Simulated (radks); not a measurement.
Results of a calculation; reference values are marked as such.
Question: All-electron atom: Rb+ in [Kr]. Level of theory: Dirac Kohn-Sham, BLYP, spin-unpolarised, spherical densities, finite nucleus; Fermi nuclear charge, rms radius 4.2036 fm (a radial shooting solver on a logarithmic mesh with Libxc functionals). Some entries of the table are withheld. Estimate them.

| orbital | occ. | eigenvalue (hartree) | <r^2> (bohr^2) | r(max) (bohr) |
|---|---|---|---|---|
| 1s1/2 | 2 | -552.5904 | 0.002187 | 0.02628 |
| 2s1/2 | 2 | -73.98452 | 0.03723 | 0.1497 |
| 2p1/2 | 2 | (1) | 0.02845 | 0.1173 |
| 2p3/2 | 4 | (2) | 0.02987 | 0.1207 |
| 3s1/2 | 2 | -11.14516 | 0.2997 | (3) |
| 3p1/2 | 2 | (4) | (5) | (6) |
| 3p3/2 | 4 | (7) | (8) | (9) |
| 3d3/2 | 4 | -4.06076 | 0.3358 | 0.3912 |
| 3d5/2 | 6 | -4.00375 | 0.3405 | 0.3939 |
| 4s1/2 | 2 | -1.37707 | 2.405 | 1.258 |
| 4p1/2 | 2 | -0.81136 | 3.325 | (10) |
| 4p3/2 | 4 | -0.77846 | 3.478 | (11) |

Answer: 
(1) 2p1/2 eigenvalue (hartree): -67.13429
(2) 2p3/2 eigenvalue (hartree): -64.89893
(3) 3s1/2 r(max) (bohr): 0.4510
(4) 3p1/2 eigenvalue (hartree): -8.69190
(5) 3p1/2 <r^2> (bohr^2): 0.3064
(6) 3p1/2 r(max) (bohr): 0.4405
(7) 3p3/2 eigenvalue (hartree): -8.35598
(8) 3p3/2 <r^2> (bohr^2): 0.3189
(9) 3p3/2 r(max) (bohr): 0.4493
(10) 4p1/2 r(max) (bohr): 1.404
(11) 4p3/2 r(max) (bohr): 1.433
